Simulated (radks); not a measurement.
Task: These are the eigenvalues of the occupied orbitals of an atom or ion with whole-number occupations (Ry). Method: Dirac Kohn-Sham, PBE, spin-unpolarised, spherical densities, point nucleus; computed with a radial shooting solver on a logarithmic mesh with Libxc functionals.

1s1/2: -62.72191
2s1/2: -4.09005
2p1/2: -2.37784
2p3/2: -2.36913

Which element is it, and in what charge state? The configuration may be excited. Open shells, if any, are shared by 2j + 1.

Result: Z = 10, neon, charge +1: Ne+ in [He] 2s2 2p5. The list shows which subshells hold electrons but not how many an open one holds; the 1s level, -31.361 hartree, gives Z - s = 7.9 by -(Z - s)^2/2, which with screening and relativity narrows Z to a few neighbours, and the depths of the outer levels then fix element, charge and occupations together.
